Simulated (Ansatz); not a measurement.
Ansatz results at the PBE0-D4/def2-TZVP geometry: LUMO energy (PBE/def2-TZVPP) -0.98 eV; HOMO energy (PBE0/def2-TZVPP) -7.07 eV; size of the dipole moment (PBE/def2-TZVPP) 2.24 D.

(1) Which molecule gave them?
A. `C[Si]1(Cl)CS1`
B. `C=N/C=C/CF`
C. `N[Si](O)(S)[SeH]`
D. `C=C(Cl)S[SiH3]`

## Answers

(1) A. The others give `C=C(Cl)S[SiH3]`: -1.59, -7.02, 0.66; `N[Si](O)(S)[SeH]`: -0.95, -6.94, 1.90; `C=N/C=C/CF`: -2.17, -7.15, 0.30.
